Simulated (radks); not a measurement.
Values are calculated unless marked as measured or tabulated.
Removal energies from the hafnium ion Hf+, [Xe] 4f14 5d1 6s2, by Delta-SCF beside the eigenvalue of the level emptied. Code: a radial shooting solver on a logarithmic mesh with Libxc functionals. Model: scalar-relativistic Kohn-Sham, PBE, spin-polarised, spherical densities, finite nucleus; Fermi nuclear charge, rms radius of each element as measured or else 0.836 A^(1/3) + 0.57 fm. Open shells are filled with parallel spins first.

| removed from | final configuration | Delta-SCF (eV) | -eigenvalue (eV) |
|---|---|---|---|
| 6s | [Xe] 4f14 5d1 6s1 | 14.665 | 11.590 |
| 5d | [Xe] 4f14 6s2 | 15.619 | 10.976 |
| 4f | [Xe] 4f13 5d1 6s2 | 35.688 | 26.074 |
| 5p | [Kr] 4d10 4f14 5s2 5p5 5d1 6s2 | 50.703 | 44.427 |
